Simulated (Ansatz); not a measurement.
Molecule: WH6, net charge 1, doublet state. The spin state was set by rule; other spins were not relaxed. 
Geometry from a B3LYP-D3(BJ)/def2-TZVP (Ansatz, a quantum-chemistry and plane-wave program) optimisation:
```xyz
7

W      0.0103     0.0053    -0.0436
H     -0.1152    -0.1537     1.7892
H     -0.9719     0.8202     1.0640
H      0.1569    -1.6777    -0.0566
H     -1.4487     0.6269    -0.5989
H      0.2433    -0.8951     1.5506
H      1.3758     0.8866    -0.5212
```
Charge +1, spin multiplicity 2.

Basis-set convergence of Hartree-Fock and CCSD correlation energies (hartree) with Ansatz. Cores are frozen in the correlated levels unless marked. UHF or UKS for open shells. Spin-orbit coupling is left out. Frozen are the shells of the preceding noble gas and the d and f shells that filled before the atom's block. In def2 rows, elements after Kr have scalar-relativistic effective core potentials.

```
basis       functions      E(HF)  E(corr, CCSD)
----------  ---------  ---------  -------------
def2-SVP           62  -69.42485       -0.24916
def2-TZVPP        140        [?]            [?]
```

What belongs in the gaps?


- def2-TZVPP, E(HF): -69.45859
- def2-TZVPP, E(corr, CCSD): -0.28564
